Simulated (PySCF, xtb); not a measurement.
AgF, SMILES [F][Ag], multiplicity 1.

GFN2-xTB (xtb 6.7.1) at its own geometry gives an orbital gap of 3.79 eV and a dipole moment of 6.36 D.

The structure is a stationary point at B3LYP-D3(BJ)/def2-TZVPD. The multiplicity is an assumed one; other spin states were not compared. The def2 effective core potentials stand for the cores of Ag; spin–orbit coupling is left out.

**Question.** What does PBE/def2-TZVPD in PySCF give? (An estimate is asked for; the answer gives what the named calculation found.)

**Answer.** gap 2.35 eV (levels -6.60 and -4.25 eV), dipole 5.30 D.
